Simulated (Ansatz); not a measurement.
C$_{16}$H$_{10}$, SMILES `c1ccc2c(c1)-c1cccc3cccc-2c13` at its PBE0-D4/def2-TZVP geometry, where that method's forces vanish. Charge 0, multiplicity 1.

```xyz
26

C    -3.0485    2.1153    0.3150
C    -3.6132    0.8460    0.3110
C    -2.8145   -0.2877    0.2065
C    -1.4445   -0.1330    0.1065
C    -0.8687    1.1613    0.1107
C    -1.6714    2.2819    0.2148
C     0.5851    1.0132   -0.0072
C     1.6534    1.8707   -0.0576
C     2.9537    1.3273   -0.1783
C     3.1869   -0.0263   -0.2471
C     2.1032   -0.9349   -0.1976
C     2.1542   -2.3479   -0.2545
C     0.9925   -3.0815   -0.1924
C    -0.2820   -2.4803   -0.0714
C    -0.3607   -1.1129   -0.0140
C     0.8351   -0.3712   -0.0785
H    -3.6889    2.9860    0.3973
H    -4.6888    0.7382    0.3901
H    -3.2645   -1.2744    0.2042
H    -1.2399    3.2768    0.2188
H     1.5272    2.9466   -0.0075
H     3.7967    2.0080   -0.2178
H     4.2016   -0.3983   -0.3393
H     3.1102   -2.8520   -0.3472
H     1.0516   -4.1632   -0.2377
H    -1.1658   -3.1073   -0.0268
```

Problem. What forces (eV/Å) does ωB97M-V/def2-TZVPP give on these atoms in Ansatz? (Estimate.)

Solution. Ansatz gave: 
```
C1  -0.086  0.056  0.009
C2  -0.100  0.026  0.008
C3  -0.011 -0.104 -0.003
C4  -0.237  0.323  0.031
C5  -0.399 -0.040  0.029
C6   0.070  0.077 -0.003
C7   0.467  0.179 -0.029
C8  -0.295  0.053  0.025
C9   0.250 -0.116 -0.023
C10  0.160  0.177 -0.006
C11 -0.213  0.095  0.021
C12 -0.024 -0.238 -0.007
C13  0.254 -0.108 -0.024
C14 -0.237  0.184  0.025
C15  0.179 -0.466 -0.032
C16  0.222 -0.099 -0.021
H17  0.044 -0.067 -0.006
H18  0.079  0.012 -0.006
H19  0.033  0.060  0.000
H20 -0.022 -0.065 -0.001
H21  0.000 -0.071 -0.003
H22 -0.057 -0.052  0.002
H23 -0.066  0.027  0.006
H24 -0.064  0.031  0.006
H25  0.000  0.077  0.003
H26  0.053  0.047 -0.002
```
